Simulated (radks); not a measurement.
Q: These are the eigenvalues of the occupied orbitals of an atom or ion with whole-number occupations (hartree). Calculated with a radial shooting solver on a logarithmic mesh with Libxc functionals: Dirac Kohn-Sham, PBEsol, spin-unpolarised, spherical densities, point nucleus.

| orbital | eigenvalue |
|---|---|
| 1s1/2 | -1478.228 |
| 2s1/2 | -236.8100 |
| 2p1/2 | -223.6158 |
| 2p3/2 | -207.2147 |
| 3s1/2 | -51.18367 |
| 3p1/2 | -45.59608 |
| 3p3/2 | -42.37362 |
| 3d3/2 | -32.59852 |
| 3d5/2 | -31.90628 |
| 4s1/2 | -10.55163 |
| 4p1/2 | -8.47700 |
| 4p3/2 | -7.78313 |
| 4d3/2 | -4.37683 |
| 4d5/2 | -4.25530 |
| 5s1/2 | -1.74274 |
| 5p1/2 | -1.17448 |
| 5p3/2 | -1.07184 |
| 4f5/2 | -0.45755 |
| 5d3/2 | -0.33526 |
| 5f5/2 | -0.02248 |

Which element is it, and in what charge state? The configuration may be excited. Open shells, if any, fill j = l - 1/2 first.

A: Z = 58, cerium, charge 0: Ce in [Xe] 4f1 5d1 5f2. The list shows which subshells hold electrons but not how many an open one holds; the 1s level, -1478.2 hartree, gives Z - s = 54.4 by -(Z - s)^2/2, which with screening and relativity narrows Z to a few neighbours, and the depths of the outer levels then fix element, charge and occupations together.
